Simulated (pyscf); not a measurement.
**HO–BH–OH (SMILES OBO), singlet**

Gas-phase minimum from PySCF at ωB97X-D3(BJ)/def2-SVP, one conformer. 

```
B
O 1 1.3574
H 2 0.9659 1 111.64
O 1 1.3666 2 119.32 3 -0.10
H 4 0.9620 1 112.94 2 179.89
H 1 1.2108 2 118.10 3 179.91
```

Properties at ωB97X-D3(BJ)/def2-SVP:

| Property | Result |
|---|---|
| Harmonic wavenumbers, unscaled | 489, 525, 637, 950, 973, 1024, 1130, 1257, 1498, 2635, 3884, 3940 cm⁻¹ |
| Zero-point energy | 27.1 kcal/mol |
| Rotational symmetry number | 1 |
| Entropy of this conformer at 298 K and 1 atm, rigid rotor and harmonic oscillator, modes under 100 cm⁻¹ raised to 100 | 255.4 J/(mol K) |
| Dipole moment | 1.63 D |

Single-point totals, which compare only within one level (frozen core for MP2 and CC):

```json
[
 {"level": "ωB97X-D3(BJ)/def2-TZVP", "total energy (hartree)": "-177.32426"},
 {"level": "PBE/def2-TZVP", "total energy (hartree)": "-177.07608"},
 {"level": "r²SCAN/def2-TZVP", "total energy (hartree)": "-177.18845"},
 {"level": "B3LYP-D3(BJ)/def2-TZVP", "total energy (hartree)": "-177.29377"},
 {"level": "PBE0-D3(BJ)/def2-TZVP", "total energy (hartree)": "-177.08424"},
 {"level": "M06-2X/def2-TZVP", "total energy (hartree)": "-177.21506"},
 {"level": "ωB97M-D3(BJ)/def2-TZVP", "total energy (hartree)": "-177.32357"},
 {"level": "HF/def2-TZVPP", "total energy (hartree)": "-176.34475"},
 {"level": "MP2/def2-TZVPP", "total energy (hartree)": "-176.92833"},
 {"level": "CCSD/def2-TZVPP", "total energy (hartree)": "-176.94117"},
 {"level": "CCSD(T)/def2-TZVPP", "total energy (hartree)": "-176.96172"}
]
```

The CCSD(T) − MP2 part came from Ansatz, without density fitting, on the same reference.
